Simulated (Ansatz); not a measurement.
`CCC[BH][AlH2]` + `CCl` → `[AlH2][BH]Cl` + `CCCC`  (formal exchange of groups at a B–C bond)

Calculated with Ansatz (gas phase, PBE0-D4/def2-TZVP geometries, no zero-point term in ΔE). CCSD(T)/CBS is the MP2 limit (def2-TZVPP, def2-QZVPP) plus CCSD(T) − MP2 in def2-TZVPP, frozen cores. This one scheme is used for every species. Functionals use def2-TZVPP. B3LYP here is the variant with VWN-RPA as its local correlation; programs differ in this. Each species was taken in one conformer, which may not be the lowest.

Problem. Is it downhill or uphill in electronic energy at CCSD(T)/CBS, and by how much? (Best estimate.)

Solution. Ansatz gave: Downhill: ΔE = -124.0 kJ/mol.

Problem. What do these levels give: r2SCAN-D4, B97M-V, B3LYP-D4, ωB97M-V, BLYP, r2SCANh, BHLYP, MP2/def2-TZVPP, SCS-MP2/def2-TZVPP, SCS-MP2/def2-QZVPP, HF/CBS(def2), MP2/CBS(def2)? (Best estimate.)

Solution. Ansatz gave: r2SCAN-D4 -121.5, B97M-V -119.8, B3LYP-D4 -118.9, ωB97M-V -120.1, BLYP -122.2, r2SCANh -123.1, BHLYP -126.2, MP2/def2-TZVPP -129.4, SCS-MP2/def2-TZVPP -127.9, SCS-MP2/def2-QZVPP -126.7, HF/CBS(def2) -128.5, MP2/CBS(def2) -127.3 kJ/mol.

Largest T1 diagnostic among the species: 0.013.

At CCSD(T), def2-SVP lies −21.1 kJ/mol from the extrapolated value and def2-TZVPP −2.1 kJ/mol. Leaving LDA and LC-ωPBE aside and taking each functional with its dispersion term where it has one, the values, not all of them listed here, spread over 10.2 kJ/mol, from B2PLYP to revPBE-D4.
